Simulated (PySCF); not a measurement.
ClFGaH. Atoms are numbered in the order given.

```xyz
4

Ga    -0.3679     0.4122     0.0000
H     -1.8360     0.9106     0.0000
F      0.9739     1.5601     0.0000
Cl     0.2633    -1.6312     0.0000
```
Charge 0, spin multiplicity 1.

Geometry optimised at PBE-D3(BJ)/def2-TZVP.

These are PySCF with M06-2X/def2-TZVPD values and carry that method's errors.

Isolated molecule, no solvent.

```
Item                                                                                                           Result
---------------------------------------------------------------------------------------------  ----------------------
total energy                                                                                      -2485.60098 hartree
point group                                                                                                        Cs
highest occupied level                                                                                      -10.76 eV
lowest empty level                                                                                           -1.18 eV
orbital gap                                                                                                   9.58 eV
dipole moment                                                                                                  2.32 D
quadrupole, principal values (traceless, Buckingham form, about the centre of nuclear charge)   -8.13, 1.61, 6.52 D·Å
mean static polarisability                                                                       40.4 bohr³ (5.99 Å³)
polarisability, principal values                                                               32.6, 39.1, 49.7 bohr³
```
